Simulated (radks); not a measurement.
The numbers below are computed, except where a source is named.
Spherical jellium clusters: N electrons in a uniform positive sphere of charge N and radius rs N^(1/3), rs = 3.56 bohr. Level of theory: non-relativistic Kohn-Sham, exchange-only LDA, spin-polarised, spherical densities (a radial shooting solver with Libxc functionals). Levels are named by radial order and angular momentum (1s, 1p, 1d, 2s, ...), and open shells are averaged over m.

N = 15, configuration 1s2 1p6 1d(up 5, down 1) 2s(up 1, down 0). This is the lowest configuration that the search found. Occupied and some empty levels:

level,occupation,eigenvalue (eV),<r> (bohr)
1s up,1,-5.2980,5.556
1s down,1,-4.4455,5.570
1p up,3,-4.1576,6.715
1p down,3,-3.3089,6.656
1d up,5,-2.7774,7.615
2s up,1,-2.2684,6.758
1d down,1,-1.9058,7.665
2s down,0,-1.3471,7.520
1f up,0,-1.2430,8.610
2p up,0,-0.81622,9.614
1f down,0,-0.40526,9.067
2p down,0,-0.25663,11.83

Energy (eV): total -13.5956, kinetic 31.646, external -814.30, Hartree 397.38, exchange-correlation -46.735, background 418.41.

Electron density:

r (bohr),n(r) (e/bohr^3)
1.02,0.005721
2.12,0.005360
3.21,0.005298
4.31,0.005606
5.41,0.005785
6.50,0.005178
7.60,0.003671
8.70,0.001980
9.79,0.0008556
10.9,0.0003281
12.0,0.0001177
13.1,0.00004123
14.2,0.00001410
